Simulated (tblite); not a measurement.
Species: C2H3GeO4 (charge -1).
Numbering: `[O:1]=[C:2]([O-:3])[GeH2:4][C:5](=[O:6])[OH:7]` (hydrogens: H8, H9 on Ge4; H10 on O7)
Bond orders are those of one Lewis drawing.

Computed with GFN2-xTB (tblite), gas phase: nudged elastic band of 9 images (0 to 8), spring 0.2 eV/Å², climbing image at the end, force threshold 0.05 eV/Å. No saddle search or frequency run followed, so the top image need not be a first-order saddle, and its height can exceed the method's true barrier by a kcal/mol or more.

The band describes a rotation about Ge4–C5 (germanium bonded to 2 C and 2 H, carbonyl carbon), followed by the dihedral C2–Ge4–C5–O7, from the optimised start (-72°) to a second optimised geometry at 74°.

**Question.** Give the energy profile along the converged band.

**Answer.** 
```tsv
image	dihedral (°)	E (eV)	Ge4–C5 (Å)	C2···O7 (Å)	largest true force (eV/Å)
0	-72	0.000	2.000	4.30	0.01
1	-53	0.011	2.005	4.12	0.05
2	-36	0.032	2.014	3.99	0.05
3	-18	0.056	2.023	3.91	0.05
4	-1	0.073	2.030	3.89	0.04
5	15	0.073	2.031	3.92	0.04
6	33	0.056	2.025	4.01	0.04
7	52	0.029	2.015	4.17	0.04
8	74	-0.002	2.001	4.33	0.01
```

Barriers of this band. The top is image 4 at -1°: 0.07 eV in either direction, as the ends lie within 0.002 eV of each other (their dihedrals are equal and opposite within 4°). The central bond is 0.030 Å longer at the top than at the start.

**Question.** What rate follows at 298 K for crossing this barrier forward?

**Answer.** Taking the electronic barrier for the free energy of activation (no zero-point or entropy terms, transmission 1), rate = (kT/h)·exp(−ΔE/kT) ≈ 4 × 10^11 s⁻¹, whose inverse is 3 × 10^-12 s. An error of 1 kcal/mol in the barrier changes this by a factor of 5, and the method and the loose band can each miss by that much or more. The barrier is only 2.8 kT, where transition-state theory is rough.

**Question.** How long is the path, and how are the images spaced?

**Answer.** Cartesian distances between aligned neighbours (all atoms, Å): 0.53, 0.51, 0.50, 0.51, 0.50, 0.51, 0.58, 0.85; the sum is 4.49 Å, and the top lies 46 % of the way along.

What follows is the cost of the whole band run. Rough CPU time on one thread of a shared machine: about 8 s.
